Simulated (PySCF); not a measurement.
**GaH₃ + Cl₂ → GaH + 2 HCl**

Level: PBE0 in the def2-TZVP basis family, all electrons, no relativity, computed in PySCF with density fitting; open shells unrestricted.

```tsv
species	state and structure	ZPE (kJ/mol)	H(298 K) − H(0) (kJ/mol)	S° (J/(mol K))
GaH₃	singlet, D3h, Ga–H 1.568 Å (×3)	48.9	10.7	218.3
Cl₂	singlet, D∞h, Cl–Cl 1.982 Å	3.5	9.1	222.5
GaH	singlet, C∞v, Ga–H 1.681 Å	9.6	8.7	199.6
HCl	singlet, C∞v, H–Cl 1.279 Å	17.9	8.7	186.6
```

Problem. Is the gas-phase reaction uphill or downhill in electronic energy at this level, and by how much?

Solution. At PBE0/def2-TZVP, ΔE = -97.5 kJ/mol, downhill. 

Problem. Add zero-point, thermal and entropy terms for 298.15 K and 1 bar.

Solution. ΔZPE = -7.0 and Δ[H(298) − H(0)] = 6.3 kJ/mol give ΔH° = -98.2 kJ/mol. ΔS° = 132.0 J/(mol K), so ΔG° = -98.2 − 298.15 × (0.1320) = -138 kJ/mol and log₁₀K = 24.1.

Only the bonding shown was studied: isomers, or loss of a ligand pair, can lie lower.
